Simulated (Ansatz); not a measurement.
Start from `CCO[Si](C)(C)OCC` and change one atom or group to get `CCO[Si](C)(OCC)OCC`.

Ansatz, PBE0-D4/def2-TZVP geometries, multiplicity 1. Each molecule was computed in one conformer, which needn't be the lowest.

```csv
property,`CCO[Si](C)(C)OCC`
LUMO energy (B3LYP/def2-TZVPP) / eV,0.63
LUMO energy (ωB97M-V/def2-TZVPP) / eV,2.32
LUMO energy (PBE/def2-TZVPP) / eV,0.17
HOMO energy (PBE/def2-TZVPP) / eV,-6.26
HOMO energy (ωB97M-V/def2-TZVPP) / eV,-10.13
HOMO–LUMO gap (PBE/def2-TZVPP) / eV,6.43
```

Task: Give the same properties after the change, and the shifts. (An estimate is asked.)

Result: The calculation gave: 
```json
{"property": "LUMO energy (B3LYP/def2-TZVPP) / eV", "`CCO[Si](C)(OCC)OCC`": "0.70", "shift": "0.07"}
{"property": "LUMO energy (ωB97M-V/def2-TZVPP) / eV", "`CCO[Si](C)(OCC)OCC`": "2.41", "shift": "0.09"}
{"property": "LUMO energy (PBE/def2-TZVPP) / eV", "`CCO[Si](C)(OCC)OCC`": "0.23", "shift": "0.06"}
{"property": "HOMO energy (PBE/def2-TZVPP) / eV", "`CCO[Si](C)(OCC)OCC`": "-6.38", "shift": "-0.12"}
{"property": "HOMO energy (ωB97M-V/def2-TZVPP) / eV", "`CCO[Si](C)(OCC)OCC`": "-10.21", "shift": "-0.08"}
{"property": "HOMO–LUMO gap (PBE/def2-TZVPP) / eV", "`CCO[Si](C)(OCC)OCC`": "6.61", "shift": "0.18"}
```

With PBE0 the HOMO falls by 0.09 eV and the LUMO rises by 0.06 eV, so the gap widens by about 0.15 eV. PBE moves the HOMO by -0.12 eV and ωB97M-V by -0.08 eV.

B3LYP here is the variant with VWN-RPA as its local correlation; programs differ in this.
